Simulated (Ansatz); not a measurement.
Input:

```yaml
crystal:
  periodic: [false, false, false]
  atoms:
    - { symbol: Si, position_ang: [0.0309, 1.1536, -0.5632] }
    - { symbol: "N", position_ang: [0.1982, -0.684, 0.493] }
    - { symbol: C, position_ang: [-0.6933, -1.8062, 0.2928] }
    - { symbol: H, position_ang: [0.1033, 2.6022, -0.8252] }
    - { symbol: H, position_ang: [-1.3304, 0.7488, -0.9147] }
    - { symbol: "N", position_ang: [1.4696, 0.7041, -1.3921] }
    - { symbol: H, position_ang: [-0.0099, 0.0022, 1.6197] }
    - { symbol: S, position_ang: [-0.1381, 1.7723, 1.8789] }
    - { symbol: H, position_ang: [1.1605, -0.9921, 0.561] }
    - { symbol: H, position_ang: [-1.7223, -1.4503, 0.2892] }
    - { symbol: H, position_ang: [-0.496, -2.2929, -0.6666] }
    - { symbol: H, position_ang: [-0.5857, -2.5509, 1.0861] }
    - { symbol: H, position_ang: [1.6513, -0.2558, -1.6312] }
    - { symbol: H, position_ang: [1.8239, 1.3278, -2.0961] }
    - { symbol: H, position_ang: [-1.4618, 1.7211, 1.8684] }
basis:
  gaussian: { orbitals: "6-31G*" }
hamiltonian:
  xc: b3lyp
relax:
  f_tol: 0.15
  max_steps: 25
  restrain:
    - { distance: [0, 7], at: 3.46, k: 30.0 }
    - { distance: [6, 1], at: 2.32, k: 30.0 }
    - { distance: [0, 1], at: 1.82, k: 30.0 }
    - { distance: [6, 7], at: 1.36, k: 30.0 }
output:
  orbitals: {}
```

Launched with:

```bash
$ ansatz run input.yaml --threads 2 --pin off --max-ram 3072MiB --backend cpu --events-out ev --progress --plain --runs-dir out
```

Hardware: 2 threads of Arm Neoverse V2 (shared host).

Roughly how long does this run take, and how much memory?

71 s, with a peak of 0.24 GiB, for 18 ionic steps.
